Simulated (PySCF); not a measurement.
PySCF input for C2H7NPb, SMILES C[N](C)[PbH] (connectivity only; charge and spin as stated), neutral, multiplicity 1, TDA-PBE/def2-SVPD. Geometry: B3LYP-D3(BJ)/def2-SVP. The def2 effective core potentials stand for the cores of Pb; spin–orbit coupling is left out.

```python
import numpy as np
from pyscf import gto, scf, dft, tdscf

mol = gto.M(
    atom='''
    Pb    0.01936499    0.64811702    0.00000000
    H    -1.85567658    0.71102955    0.00000000
    N    -0.01140219   -1.52381815   -0.00000000
    C     1.21833008   -2.28230515   -0.00000000
    C    -1.18718186   -2.36336184   -0.00000000
    H     1.29784224   -2.94300772    0.88907163
    H     1.29784224   -2.94300772   -0.88907163
    H     2.09719502   -1.61764255   -0.00000000
    H    -1.21521134   -3.02862287   -0.88910143
    H    -1.21521134   -3.02862287    0.88910143
    H    -2.10178338   -1.75499287   -0.00000000
    ''',
    basis='def2-SVPD',
    ecp={'Pb': 'def2-svp'},
    charge=0,
    spin=0,
    symmetry=True,
    max_memory=1600,
    verbose=4,
)
mf = dft.RKS(mol, xc='pbe').density_fit(auxbasis='def2-universal-jkfit')
mf.grids.level = 3
mf.conv_tol = 1e-9
mf.max_cycle = 100
mf.kernel()
mf.grids = dft.Grids(mol).set(level=1).build(with_non0tab=True)  # coarser grid for the response kernel
td = tdscf.TDA(mf)
td.singlet = True
td.nstates = 10
td.conv_tol = 1e-4
td.positive_eig_threshold = 1e-6
td.kernel(x0=td.get_init_guess(mf, 15))
td.analyze()
tt = tdscf.TDA(mf)
tt.singlet = False
tt.nstates = 4
tt.conv_tol = 1e-4
tt.positive_eig_threshold = 1e-6
tt.kernel(x0=tt.get_init_guess(mf, 9))
tt.analyze(verbose=3)
```

Output:

```
PySCF version 2.14.0

[INPUT] verbose = 4
[INPUT] num. atoms = 11
[INPUT] num. electrons = 48
[INPUT] charge = 0
[INPUT] spin (= nelec alpha-beta = 2S) = 0
[INPUT] symmetry True subgroup None
[INPUT] Mole.unit = angstrom
[INPUT] Symbol           X                Y                Z      unit          X                Y                Z       unit  Magmom
[INPUT]  1 Pb     0.019364990000   0.648117020000   0.000000000000 AA    0.036594527505   1.224763664469   0.000000000000 Bohr   0.0
[INPUT]  2 H     -1.855676580000   0.711029550000   0.000000000000 AA   -3.506720511970   1.343651115973   0.000000000000 Bohr   0.0
[INPUT]  3 N     -0.011402190000  -1.523818150000   0.000000000000 AA   -0.021547016320  -2.879598967141   0.000000000000 Bohr   0.0
[INPUT]  4 C      1.218330080000  -2.282305150000   0.000000000000 AA    2.302310180519  -4.312931666184   0.000000000000 Bohr   0.0
[INPUT]  5 C     -1.187181860000  -2.363361840000   0.000000000000 AA   -2.243448575452  -4.466106610848   0.000000000000 Bohr   0.0
[INPUT]  6 H      1.297842240000  -2.943007720000   0.889071630000 AA    2.452566386492  -5.561478573281   1.680101885821 Bohr   0.0
[INPUT]  7 H      1.297842240000  -2.943007720000  -0.889071630000 AA    2.452566386492  -5.561478573281  -1.680101885821 Bohr   0.0
[INPUT]  8 H      2.097195020000  -1.617642550000   0.000000000000 AA    3.963124217602  -3.056901386943   0.000000000000 Bohr   0.0
[INPUT]  9 H     -1.215211340000  -3.028622870000  -0.889101430000 AA   -2.296416616066  -5.723267758894  -1.680158199659 Bohr   0.0
[INPUT] 10 H     -1.215211340000  -3.028622870000   0.889101430000 AA   -2.296416616066  -5.723267758894   1.680158199659 Bohr   0.0
[INPUT] 11 H     -2.101783380000  -1.754992870000   0.000000000000 AA   -3.971794961363  -3.316455874864   0.000000000000 Bohr   0.0

nuclear repulsion = 186.591884520353
point group symmetry = Cs
symmetry origin: [ 5.24923956e-10 -6.99898542e-09  0.00000000e+00]
symmetry axis x: [ 1.00000000e+00 -1.87448870e-10  4.06123173e-19]
symmetry axis y: [-1.87448870e-10 -1.00000000e+00  1.78206509e-18]
symmetry axis z: [1.50202502e-18 1.78206550e-18 1.00000000e+00]
num. orbitals of irrep A' = 98
num. orbitals of irrep A" = 50
number of shells = 64
number of NR pGTOs = 227
number of NR cGTOs = 148
basis = def2-SVPD
ecp = {'Pb': 'def2-svp'}


******** <class 'pyscf.df.df_jk.DFSymAdaptedRKS'> ********
method = DFSymAdaptedRKS
initial guess = minao
damping factor = 0
level_shift factor = 0
DIIS = <class 'pyscf.scf.diis.CDIIS'>
diis_start_cycle = 1
diis_space = 8
diis_damp = 0
SCF conv_tol = 1e-09
SCF conv_tol_grad = None
SCF max_cycles = 100
direct_scf = False
XC library pyscf.dft.libxc version 7.1.2
    S. Lehtola, C. Steigemann, M. J. T. Oliveira, and M. A. L. Marques,  SoftwareX 7, 1–5 (2018)
XC functionals = pbe
    J. P. Perdew, K. Burke, and M. Ernzerhof,  Phys. Rev. Lett. 77, 3865 (1996)
    J. P. Perdew, K. Burke, and M. Ernzerhof,  Phys. Rev. Lett. 78, 1396 (1997)
    J. P. Perdew, K. Burke, and M. Ernzerhof,  Phys. Rev. Lett. 77, 3865 (1996)
    J. P. Perdew, K. Burke, and M. Ernzerhof,  Phys. Rev. Lett. 78, 1396 (1997)
radial grids:
    Treutler-Ahlrichs [JCP 102, 346 (1995); DOI:10.1063/1.469408] (M4) radial grids

becke partition: Becke, JCP 88, 2547 (1988); DOI:10.1063/1.454033
pruning grids: <function nwchem_prune>
grids dens level: 3
symmetrized grids: True
atomic radii adjust function: <function treutler_atomic_radii_adjust>
small_rho_cutoff = 0
Freeze 0 electrons in irreps []
    48 free electrons in irreps A' A"
Set gradient conv threshold to 3.16228e-05
Initial guess from minao.
tot grids = 134024
init E= -303.493400335361
HOMO (A") = -0.623744747873203  LUMO (A') = -0.547470739133885  gap/eV = 2.07552
cycle= 1 E= -325.424371376553  delta_E= -21.9  |g|= 2.55  |ddm|= 16.7
HOMO (A') = -0.0763583853209528  LUMO (A') = -0.0504120771175565  gap/eV = 0.70604
cycle= 2 E= -269.929430994145  delta_E= 55.5  |g|= 7.52  |ddm|= 25.9
HOMO (A") = -0.226165260879424  LUMO (A") = -0.161112945271245  gap/eV = 1.77016
cycle= 3 E= -327.560208213963  delta_E= -57.6  |g|= 0.883  |ddm|= 24.5
HOMO (A") = -0.172572591038918  LUMO (A") = -0.0517243002601817  gap/eV = 3.28845
cycle= 4 E= -326.358349055243  delta_E=  1.2  |g|= 1.98  |ddm|=  2.8
HOMO (A') = -0.213550328364486  LUMO (A") = -0.137119810163877  gap/eV = 2.07978
cycle= 5 E= -327.665819679888  delta_E= -1.31  |g|= 0.593  |ddm|= 2.45
HOMO (A") = -0.175103732428561  LUMO (A") = -0.094149895081876  gap/eV = 2.20287
cycle= 6 E= -327.768886485922  delta_E= -0.103  |g|= 0.176  |ddm|= 1.17
HOMO (A") = -0.181502580437722  LUMO (A") = -0.098307148522188  gap/eV = 2.26386
cycle= 7 E= -327.777865118145  delta_E= -0.00898  |g|= 0.0513  |ddm|= 0.281
HOMO (A") = -0.182880926408827  LUMO (A") = -0.0977326932235161  gap/eV = 2.31700
cycle= 8 E= -327.778639727514  delta_E= -0.000775  |g|= 0.0228  |ddm|= 0.105
HOMO (A") = -0.183325009198334  LUMO (A") = -0.0974119821744504  gap/eV = 2.33781
cycle= 9 E= -327.778775701073  delta_E= -0.000136  |g|= 0.00817  |ddm|= 0.0308
HOMO (A") = -0.183496095406372  LUMO (A") = -0.0973920473526455  gap/eV = 2.34301
cycle= 10 E= -327.778792721811  delta_E= -1.7e-05  |g|= 0.0016  |ddm|= 0.0104
HOMO (A") = -0.183578751679844  LUMO (A") = -0.0973638140018567  gap/eV = 2.34603
cycle= 11 E= -327.778793413061  delta_E= -6.91e-07  |g|= 0.000539  |ddm|= 0.00334
HOMO (A") = -0.183570355423551  LUMO (A") = -0.097368402948752  gap/eV = 2.34567
cycle= 12 E= -327.778793524507  delta_E= -1.11e-07  |g|= 0.000164  |ddm|= 0.00114
HOMO (A") = -0.183570692438626  LUMO (A") = -0.0973723008683791  gap/eV = 2.34558
cycle= 13 E= -327.77879353335  delta_E= -8.84e-09  |g|= 2.88e-05  |ddm|= 0.000299
HOMO (A") = -0.183568864020551  LUMO (A") = -0.0973729988957945  gap/eV = 2.34551
cycle= 14 E= -327.778793533616  delta_E= -2.65e-10  |g|= 9.62e-06  |ddm|= 7.39e-05
HOMO (A") = -0.183569754622457  LUMO (A") = -0.0973712936303346  gap/eV = 2.34558
Extra cycle  E= -327.778793533437  delta_E= 1.78e-10  |g|= 2.47e-05  |ddm|= 5.8e-05
converged SCF energy = -327.778793533437
tot grids = 41448
Overwritten attributes  positive_eig_threshold  of <class 'pyscf.tdscf.rks.TDA'>


******** <class 'pyscf.tdscf.rks.TDA'> for <class 'pyscf.df.df_jk.DFSymAdaptedRKS'> ********
nstates = 10 singlet
deg_eia_thresh = 1.000e-03
wfnsym = None
conv_tol = 0.0001
eigh lindep = 1e-12
eigh level_shift = 0
eigh max_cycle = 100


Excitation energies (eV)
[3.23870925 3.6403254  4.35810954 4.56421505 4.76898641 5.23555899
 5.46726097 5.55445507 6.05166826 6.15345342]

** Singlet excitation energies and oscillator strengths **
Excited State   1:   A"      3.23871 eV    382.82 nm  f=0.0096
      23 -> 25       -0.70299
Excited State   2:   A'      3.64033 eV    340.59 nm  f=0.1950
      22 -> 26       -0.13795
      24 -> 25        0.66549
Excited State   3:   A"      4.35811 eV    284.49 nm  f=0.0040
      22 -> 25        0.18885
      24 -> 26       -0.67319
Excited State   4:   A"      4.56422 eV    271.64 nm  f=0.0032
      22 -> 25        0.66136
      24 -> 26        0.16359
      24 -> 27        0.17714
Excited State   5:   A"      4.76899 eV    259.98 nm  f=0.0026
      22 -> 25        0.14630
      24 -> 26        0.13515
      24 -> 27       -0.67705
Excited State   6:   A'      5.23556 eV    236.81 nm  f=0.0681
      23 -> 26       -0.64859
      23 -> 27        0.19967
      23 -> 28       -0.11021
Excited State   7:   A'      5.46726 eV    226.78 nm  f=0.1703
      23 -> 26        0.15780
      23 -> 27        0.64098
      23 -> 28        0.22505
Excited State   8:   A"      5.55446 eV    223.22 nm  f=0.0017
      24 -> 28       -0.70583
Excited State   9:   A"      6.05167 eV    204.88 nm  f=0.0805
      24 -> 29        0.70160
Excited State  10:   A"      6.15345 eV    201.49 nm  f=0.0016
      21 -> 25        0.68110
      24 -> 30       -0.18511

** Transition electric dipole moments (AU) **
state          X           Y           Z        Dip. S.      Osc.
  1        -0.0000      0.0000     -0.3475      0.1207      0.0096
  2         0.0430     -1.4779      0.0000      2.1859      0.1950
  3         0.0000     -0.0000      0.1936      0.0375      0.0040
  4         0.0000     -0.0000      0.1687      0.0285      0.0032
  5         0.0000     -0.0000      0.1494      0.0223      0.0026
  6        -0.2021      0.7002     -0.0000      0.5311      0.0681
  7         1.0682      0.3608      0.0000      1.2711      0.1703
  8        -0.0000      0.0000     -0.1117      0.0125      0.0017
  9        -0.0000      0.0000      0.7368      0.5429      0.0805
 10         0.0000     -0.0000     -0.1015      0.0103      0.0016

WARN: ECP detected. Skipping calculation of transition velocity and magnetic dipole moments, which have not yet been implemented.



******** <class 'pyscf.tdscf.rks.TDA'> for <class 'pyscf.df.df_jk.DFSymAdaptedRKS'> ********
nstates = 4 triplet
deg_eia_thresh = 1.000e-03
wfnsym = None
conv_tol = 0.0001
eigh lindep = 1e-12
eigh level_shift = 0
eigh max_cycle = 100


Excitation energies (eV)
[1.8933185  2.64532875 4.03591127 4.29248136]

** Triplet excitation energies and oscillator strengths **
Excited State   1:   A'      1.89332 eV    654.85 nm  f=0.0000
Excited State   2:   A"      2.64533 eV    468.69 nm  f=0.0000
Excited State   3:   A"      4.03591 eV    307.20 nm  f=0.0000
Excited State   4:   A"      4.29248 eV    288.84 nm  f=0.0000
```

Self-consistency was reached.

Cost: around 50 core-seconds (rough).
